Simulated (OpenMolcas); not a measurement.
# Br5+: effect of correlating more closed shells

```json
{
  "Program": "OpenMolcas 26.06",
  "Basis": "ANO-R2 [6s5p4d2f1g]",
  "Scalar Hamiltonian": "X2C, finite nucleus",
  "Active space": "2 electrons in 9 orbitals (RAS2 4s 4p; RAS3 4d, at most 2 electrons)",
  "State averaging": "2S+1 = 3 even, 3 roots; 2S+1 = 1 even, 7 roots; 2S+1 = 3 odd, 3 roots; 2S+1 = 1 odd, 3 roots",
  "Spin-orbit coupling": "RASSI with atomic mean-field integrals over the reference wave functions, term energies averaged over their components"
}
```

Methods on the same reference wave functions:
A. RASSCF
B. MS-RASPT2, IPEA 0.25 Eh, imaginary shift 0.1 Eh (closed shells correlated: 3d)
C. MS-RASPT2, IPEA 0.25 Eh, imaginary shift 0.1 Eh (closed shells correlated: 3s 3p 3d)

Energies in cm⁻¹ above 4s² ¹S₀, the measured ground level; measured values from Moore, Atomic Energy Levels, vol. II, NSRDS-NBS 35 (1971 reprint of NBS Circular 467, 1952).

| Level | A | B | C | Measured |
| --- | --- | --- | --- | --- |
| 4s² ¹S₀ | 0.0 | 0.0 | 0.0 | 0.0 |
| 4s 4p ³P°₀ | 99606 | 102720 | 102820 | 104316 |
| 4s 4p ³P°₁ | 101575 | 104670 | 104770 | 106431 |
| 4s 4p ³P°₂ | 106005 | 109120 | 109220 | 111336 |
| 4s 4p ¹P°₁ | 152175 | 150160 | 149950 | 151274 |
| 4p² ³P₀ | 240106 | 241980 | 242220 | 244136 |
| 4p² ¹D₂ [72 %] | 241032 | 244730 | 244850 |  |
| 4p² ³P₁ | 242930 | 244880 | 245120 | 247406 |
| 4p² ³P₂ [72 %] | 248268 | 250690 | 250890 | 253892 |

Deviations, from unrounded energies. A percentage is the sum of absolute deviations over the sum of measured energies, with the sign that they share, or ± where signs differ.

```
           Against measurement  Levels     A     B     C
mean absolute deviation (cm-1)       7  4300  2100  2000
      other configurations (%)       7  ±2.5  -1.2  -1.1
```

C lies closest to measurement on these levels and A furthest from it. The largest miss of C in the table is 4p² ³P₂ [72 %], by -3000 cm-1. The ranking rests on the paired levels alone, and a cruder setting can come out closer through cancelling errors.

Between B and C the level of the table that moves most is 4p² ³P₁, by 240 cm-1 (lowest in B, highest in C). Moves below CASPT2's spread within the term are not significant.

The lowest spin-free term lies below A's lowest term by 0.400 hartree in B, 0.587 hartree in C.

What an inner shell adds also hangs on whether the basis holds functions to correlate it.

CASPT2 does not keep the components of a term degenerate, so their means are used; among the terms shown or strongly mixed into the levels shown the widest spread is 19 cm-1 (4p² ¹D, B). Active for correlation alone: 4d; no level in the range computed is led by a configuration that fills it, so any true level of that kind is missing. Some terms mix strongly with configurations of 4d, whose occupation reaches 0.18 (4p² ¹D). Measured partners are found by configuration, term and J. A level has none where our copy of the source lacks it or the pairing is in doubt (some pairs that miss far off the trend of their configuration count as doubtful), and it then counts in no deviation. Only configurations of the active space appear. Levels that lie high or do not pair safely by name in every column are left out.

A share in square brackets marks a mixed level and gives the weight of the term that names it, the lowest over the columns. ° marks odd parity.
